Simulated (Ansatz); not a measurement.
`[OH][Sn]([OH])([F])[Br]`, relaxed with RKS PBE0-D4/def2-TZVP in Ansatz from a PBE-D4/def2-SVP geometry. The force threshold is 0.005 eV/Å; the program also tests the step.

The species carries charge 0 and has multiplicity 1. Sn takes the def2 core potential.

Start:

```xyz
7

O     1.586   -0.251    0.589
Sn   -0.190    0.276   -0.145
O    -1.075   -1.343   -0.874
F    -1.189    0.993    1.375
Br   -0.150    2.018   -1.908
H     1.859    0.408    1.260
H    -0.842   -2.101   -0.297
```

(1) By how much does the energy fall, and how many steps does the optimiser take? (Estimate.)

(2) Which bonds change most? (Best estimate.)

(3) Give the relaxed structure. (An estimate is asked.)

Answers

(1) The calculation gave: 12.89 kJ/mol, in 8 steps, 1 of them rejected.

(2) The calculation gave: O1–Sn2 from 1.993 to 1.936 Å; Sn2–O3 from 1.984 to 1.929 Å; Sn2–Br5 from 2.479 to 2.426 Å; Sn2–F4 from 1.954 to 1.906 Å.

(3) Ansatz gave: 
```xyz
7

O     1.534   -0.223    0.554
Sn   -0.197    0.290   -0.146
O    -1.079   -1.301   -0.789
F    -1.150    1.025    1.332
Br   -0.171    1.974   -1.891
H     1.820    0.330    1.287
H    -0.757   -2.094   -0.347
```
